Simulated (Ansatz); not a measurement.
Total energies of `CC[N](C)[Ti]([OH])([OH])[OH]`.

```xyz
19

C    -1.598   -0.816    1.277
C    -1.397   -0.739   -0.221
N    -0.180   -0.073   -0.623
C     0.012   -0.111   -2.057
Ti    1.178    0.771    0.367
O     0.562    1.483    1.908
O     1.923    2.037   -0.701
O     2.430   -0.471    0.805
H    -1.659    0.178    1.721
H    -2.523   -1.353    1.499
H    -0.775   -1.352    1.758
H    -2.259   -0.228   -0.680
H    -1.394   -1.757   -0.641
H     0.929    0.408   -2.346
H    -0.821    0.377   -2.582
H     0.075   -1.146   -2.422
H     0.818    1.285    2.810
H     2.235    2.914   -0.481
H     2.444   -1.407    0.609
```

The species carries charge 0 and has multiplicity 1. Correlated methods include outer-core shells of Ti, which these sets cover unevenly. Scalar relativity is left out up to krypton. The structure was optimised at the PBE0-D4/def2-TZVP level. It is one conformer, not always the lowest. Basis def2-TZVPP, Ansatz 0.2.0.

RPA on PBE orbitals: Hartree–Fock energy of these orbitals -1247.64261 Eh, correlation -3.01247 Eh (frozen core).

```csv
functional,energy without D4 (Eh),D4 term (kJ/mol)
LDA (SPW92),-1246.00085,–
PBE,-1250.52423,-46.9
revPBE,-1250.98141,-137.1
BLYP,-1251.12191,-100.1
r2SCAN,-1250.97189,-12.9
B97M-V,-1250.91777,–
PBE0,-1250.54250,-40.3
B3LYP,-1251.22945,-74.2
r2SCANh,-1250.93034,-13.6
r2SCAN0,-1250.87176,-14.9
HSE06 (plane-wave form),-1250.51394,-37.6
BHLYP,-1250.92531,-56.3
CAM-B3LYP,-1251.06609,-41.0
LC-ωPBE,-1250.77473,–
ωB97X-V,-1250.94321,–
ωB97M-V,-1250.97631,–
B2PLYP,-1250.74058,–
PBE-QIDH,-1250.37688,–
```

B3LYP takes the VWN-RPA correlation (the form of Gaussian; ORCA's B3LYP/G). HSE06 is the plane-wave form, built on full-range PBE exchange. The double hybrids freeze the cores in their second-order part.

LC-ωPBE has ω = 0.4 bohr⁻¹.
